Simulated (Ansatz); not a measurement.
Input file for Ansatz (an electronic-structure program): U-wB97X-V/cc-pVTZ on GeH4O (SMILES [OH][GeH3]), a point of a bond scan (R = 4.935 Å).

Ansatz 0.2 input:
```yaml
crystal:
  periodic: [false, false, false]
  atoms:
    - {symbol: Ge, position_ang: [-0.32903929, 0.06812490, 0.07330265]}
    - {symbol: O, position_ang: [1.35705815, -0.35716009, -0.37168713]}
    - {symbol: H, position_ang: [-1.01863561, -0.64626889, 4.90726550]}
    - {symbol: H, position_ang: [-1.18632723, -0.88517582, -0.76517759]}
    - {symbol: H, position_ang: [-0.60848715, 1.54275960, -0.28108933]}
    - {symbol: H, position_ang: [2.01214474, 0.17482329, 0.09016316]}
basis:
  gaussian:
    orbitals: cc-pVTZ
hamiltonian:
  xc: {name: wB97X-V}
magnetization: {spin_polarized: true, initial_magnetization: 0}
```

It printed:

```
WARN ansatz: RAYON_NUM_THREADS=1 ignored (pool sized by the plan → 1); use --threads N
Functional definition: wB97X-V
integrals: 0.06 GiB planned
814 factors; their error is unknown
integrals: 0.09 GiB planned
182 factors; integrals over basis functions are off by at most 3.3e-5 eV
mean field: 0.76 GiB planned
mean field evaluation 1: about -58612.5129 eV, gradient 3.6e1 eV
mean field evaluation 2: about -58603.4455 eV, gradient 4.9e1 eV
mean field evaluation 4: about -58617.6305 eV, gradient 1.3e1 eV
mean field evaluation 8: about -58620.0035 eV, gradient 5.3e-2 eV
mean field evaluation 16: about -58620.1389 eV, gradient 5.3e-5 eV
mean field evaluation 32: about -58622.6699 eV, gradient 2.0e0 eV
mean field -58622.85330676 eV, -2154.3501230262 hartree, gradient 4.7e-5 eV, S^2 1.001418; 3 other end points of the search recorded, 0 dependent functions left out
reference -58622.85330993 eV, -2154.3501231428 hartree; 22, 22 occupied and 107, 107 virtual orbitals, 814 factors
Total energy: -58622.85330993 eV, -2154.3501231428 hartree
```

The calculation finished and met its thresholds. Its determinant has ⟨S²⟩ = 1.00, a mixture of spin states.

Cost: about 26 core-seconds (a rough figure).
